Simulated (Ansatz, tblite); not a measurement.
Cost and result up the ladder for Sn3Me8 (C₈H₂₄Sn₃) (35 atoms). Total charge 0; singlet. Geometry: PBE-D4/def2-SVP.

```xyz
35

Sn    1.366    0.290   -1.881
C     1.539   -0.575   -3.884
C     1.346    2.466   -2.090
C     3.175   -0.243   -0.774
Sn   -0.926   -0.602   -0.515
C    -2.736    0.244   -1.420
C    -1.113   -2.780   -0.707
Sn   -0.779    0.104    2.207
C    -1.436   -1.525    3.510
C     1.286    0.592    2.743
C    -2.002    1.860    2.655
H     2.477   -0.225   -4.359
H     1.559   -1.681   -3.823
H     0.680   -0.267   -4.511
H     1.316    2.946   -1.092
H     0.459    2.790   -2.669
H     2.261    2.798   -2.619
H     4.065    0.144   -1.310
H     3.145    0.198    0.241
H     3.261   -1.344   -0.684
H    -2.797   -0.053   -2.485
H    -3.631   -0.134   -0.888
H    -2.718    1.349   -1.353
H    -0.228   -3.283   -0.273
H    -1.197   -3.055   -1.777
H    -2.020   -3.124   -0.173
H    -0.829   -2.432    3.324
H    -2.500   -1.762    3.320
H    -1.317   -1.224    4.570
H     1.943   -0.283    2.575
H     1.649    1.435    2.123
H     1.340    0.883    3.811
H    -1.917    2.106    3.733
H    -1.657    2.729    2.061
H    -3.063    1.660    2.414
```

Ansatz on 4 threads of Arm Neoverse V2 on a shared host; xTB runs through tblite on one thread. Times are rough, summed over both states, and most runs start from the orbitals of an earlier one. PBE0-D4/def2-SVP serves as the yardstick here, not as an exact answer. The other state is a triplet.

In the def2 sets Sn takes a core potential; there is no spin–orbit coupling. The xTB rows come from tblite.

xTB has no spin-polarisation term.

| level | functions | wall time | vertical triplet (eV) | difference from PBE0-D4/def2-SVP (eV) |
| --- | --- | --- | --- | --- |
| GFN1-xTB | 107 | 0.062 s | 3.46 | -1.04 |
| GFN2-xTB | 83 | 0.096 s | 2.81 | -1.69 |
| PBE-D4/def2-SVP (with forces) | 310 | 33 s | 4.18 | -0.32 |
| r2SCAN-D4/def2-SVP | 310 | 70 s | 4.35 | -0.16 |
| PBE0-D4/def2-SVP | 310 | 82 s | 4.50 | 0.00 |
